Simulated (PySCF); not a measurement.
B(Cl)(GeH3)(OH) (BClGeH₄O), SMILES O[B](Cl)[GeH3]. The structure is a stationary point at B3LYP-D3(BJ)/def2-SVP. The structure was generated by enumeration, and PubChem lists no compound with its InChIKey, so it may never have been made. One conformer was computed; it need not be the lowest.

**Question.** Give the equilibrium geometry at B3LYP-D3(BJ)/def2-SVP (PySCF confirms it by a frequency run) as bond lengths and angles, and its point group. (The exact figures need the calculation; the answer reports its results.)

**Answer.** This is not unique; one that fits is point group Cs.
Atoms: B1 Cl2 Ge3 H4 H5 H6 O7 H8. Bonds (Å): B1–Cl2 1.788, B1–Ge3 2.076, B1–O7 1.342, Ge3–H4 1.544, Ge3–H5 1.544, Ge3–H6 1.543, O7–H8 0.970. Angles (°): Cl2–B1–Ge3 119.6, Cl2–B1–O7 119.5, Ge3–B1–O7 120.9, B1–Ge3–H4 110.2, B1–Ge3–H5 110.2, B1–Ge3–H6 112.3, H4–Ge3–H5 107.2, H4–Ge3–H6 108.4, H5–Ge3–H6 108.4, B1–O7–H8 113.8.
Charge 0, spin multiplicity 1.
